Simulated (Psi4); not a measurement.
FNa (SMILES [F][Na]), singlet, geometry from GFN2-xTB (such geometries of metal compounds can be far from the true shape). Base run: TPSS/6-31G* (Psi4).

Here is a job for Psi4.
```
memory 2 GB

molecule {
0 1
  Na   -0.00000000   -0.00000000   -0.78691227
  F     0.00000000    0.00000000    0.96178167
}

set basis 6-31g*

energy('tpss')
print_variables()
```

Each row names what was changed in the base input (with any setting that the change needs).

```
change                                            ΔE vs base (eV)  point group used  SCF cycles
------------------------------------------------  ---------------  ----------------  ----------
base                                                         0.00               c2v           9
molecule keys = symmetry c1                                  0.00                c1           8
jitter_ang = 0.002                                           0.01               c2v           9
molecule keys = no_reorient                                  0.00               c2v           9
symmetry = cs                                                0.00                cs           9
symmetry = c2                                                0.00                c2           9
molecule keys = symmetry c1, no_reorient, no_com             0.00                c1           8
```
